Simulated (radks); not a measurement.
Task: Successive ionisation energies (eV) of one element, from differences of total energies of ions in their ground configurations, starting at charge 0: 10.638, 18.547, 30.256, 39.939, 49.827, 71.879, 84.917, 152.45, 175.72, 199.70, 224.30, 249.47, 283.04, 310.28, 338.09, 366.42, 395.22, 504.88, 534.80, 564.37, 604.54, 635.86. Method: non-relativistic Kohn-Sham, TPSS, spin-polarised, spherical densities, point nucleus; open shells are filled with parallel spins first (spin-orbit coupling, left out, can overturn this in heavy ions); meta-GGA in the generalised Kohn-Sham scheme; relativity is left out, which matters for an element this heavy; computed with a radial shooting solver on a logarithmic mesh with Libxc functionals. Which element is it?

Result: Iodine (Z = 53). The first species listed is I in [Kr] 4d10 5s2 5p5, the last I21+ in [Ar] 3d10 4s2 4p2.
